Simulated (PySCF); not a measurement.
Simulated Si 2p region for `C[Si](C)(C)[Se][Si](C)(C)C`, binding energy against the vacuum level.

Every computed line was given a Gaussian of 0.6 eV full width at half maximum and an area set by the number of equivalent atoms (split 2:1 within a doublet); the highest printed point is 100. Theory: delta-SCF UKS SCAN, pcX-2 on the ionised atom, pcseg-1 elsewhere, spin-free X2C in PySCF.

(binding energy (eV), intensity): (105.2, 0), (105.3, 1), (105.4, 4), (105.5, 10), (105.6, 21), (105.7, 39), (105.8, 62), (105.9, 84), (106.0, 98), (106.1, 100), (106.2, 91), (106.3, 77), (106.4, 65), (106.5, 59), (106.6, 56), (106.7, 52), (106.8, 44), (106.9, 33), (107.0, 21), (107.1, 12), (107.2, 6), (107.3, 2), (107.4, 1), (107.5, 0)

**Question.** How many maxima does the curve show, and how many computed lines lie under it?

**Answer.** The curve has 1 maximum (at 106.1 eV). Under it lie 2 lines from 1 inequivalent silicon site, drawn as a 2p3/2, 2p1/2 pair. At this width some lines have no maximum of their own.

**Question.** Decompose the envelope and assign each component. Numbering: `[CH3:1][Si:2]([CH3:3])([CH3:4])[Se:5][Si:6]([CH3:7])([CH3:8])[CH3:9]`.

**Answer.** 
```tsv
position (eV)	relative area	line	atoms	environment
106.05	1.33	Si 2p3/2	Si2/Si6	four-coordinate silicon
106.67	0.67	Si 2p1/2	Si2/Si6	four-coordinate silicon
```

No satellites, vibrations or lifetime broadening are included. The first atom of each set that the bonding makes equivalent was ionised and stands for the set. The 2p values aren't plain energy differences: one relaxed spin-free 2p hole is combined with a matrix within the shell (ground-state 2p orbital-energy differences and spin–orbit coupling). 2p3/2, the mean of its two sublevels, lies a third of the splitting below the shell's mean and 2p1/2 two thirds above it; the statistical areas are 2:1. 2p1/2 minus 2p3/2 (ligand field included): Si 0.63 eV. Geometry: PBE0-D3(BJ)/def2-SVP; no solvent, vibrations or thermal averaging.

The values belong to the conformer `[CH3:1][Si:2]([CH3:3])([CH3:4])[Se:5][Si:6]([CH3:7])([CH3:8])[CH3:9]`: C1–Si2–Se5–Si6 44°, Si2–Se5–Si6–C7 164°.
